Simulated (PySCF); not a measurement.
A PySCF script (with the pyscf-properties extension) for the NMR shieldings of SMILES C[Si](C)(C)CP[SiH3], C₄H₁₅PSi₂, on a GFN2-xTB geometry:

```python
import basis_set_exchange as bse
import numpy as np
from pyscf import gto, dft
from pyscf.prop import nmr

atoms = """
C    -1.309641    0.943043   -1.896742
Si   -1.091518   -0.069659   -0.297646
C    -2.074472   -1.702586   -0.392185
C    -1.673796    0.940805    1.210861
C     0.766555   -0.509992   -0.107305
P     1.819187    1.006193    0.083673
Si    3.754773    0.036095    0.632533
H    -1.159593    0.328730   -2.779740
H    -0.588113    1.754362   -1.934055
H    -2.302819    1.376493   -1.962109
H    -1.742657   -2.319833   -1.221053
H    -1.970038   -2.288443    0.515815
H    -3.131701   -1.505617   -0.534308
H    -2.745439    1.111363    1.180403
H    -1.185490    1.910504    1.238025
H    -1.449594    0.431386    2.143820
H     0.935758   -1.182405    0.733847
H     1.119774   -1.013235   -1.009116
H     1.447420    1.289770    1.395057
H     4.303700   -0.558311   -0.588699
H     4.654728    1.065823    1.149285
H     3.612563   -1.025101    1.637222
"""
names = dict.fromkeys(["C", "Si", "P", "H"], "pcSseg-1")
basis = {el: gto.basis.parse(bse.get_basis(n, elements=[el], fmt="nwchem")) for el, n in names.items()}
mol = gto.M(atom=atoms, basis=basis, charge=0, verbose=0)
mf = dft.RKS(mol, xc="PBE0")
mf.grids.level = 2
mf.grids.alignment = dft.numint.BLKSIZE   # the property module wants whole blocks of grid points
mf.conv_tol = 1e-9
mf.kernel()

calc = nmr.RKS(mf)   # GIAO
C = mf.mo_coeff
Co = C[:, mf.mo_occ > 0]
resp = mf.gen_response(singlet=True, hermi=2)
def vind(x):   # induced exchange potential for any number of trial vectors
    d = np.einsum("pi,xij,qj->xpq", C, 2 * x.reshape(-1, C.shape[1], Co.shape[1]), Co, optimize=True)
    return np.einsum("xpq,pi,qj->xij", resp(d - d.transpose(0, 2, 1)), C, Co, optimize=True).ravel()
mo1, _ = nmr.rhf.solve_mo1(calc, with_cphf=vind)
sigma = calc.kernel(mo1)
for i, s in enumerate(sigma):   # ppm
    print("%2d %-2s %9.2f" % (i, mol.atom_pure_symbol(i), np.trace(s) / 3))
```

Task: Give the expected output.

Result: 
```
 0 C     190.01
 1 Si    346.24
 2 C     186.08
 3 C     189.31
 4 C     183.26
 5 P     541.01
 6 Si    421.85
 7 H      31.84
 8 H      30.95
 9 H      31.79
10 H      31.67
11 H      31.65
12 H      31.64
13 H      31.72
14 H      31.45
15 H      31.83
16 H      30.82
17 H      31.58
18 H      29.72
19 H      27.81
20 H      27.59
21 H      27.67
```

These numbers come from an equivalent density-fitted implementation of the same equations, which agrees with the script to about 0.01 ppm for H and up to a few tenths of a ppm for heavy atoms, so last digits may differ.

Size and cost of the density-fitted run: 215 basis functions, 57 s wall time on 1 thread of an Intel Xeon Platinum 8375C, shared host; peak memory 1.1 GiB.
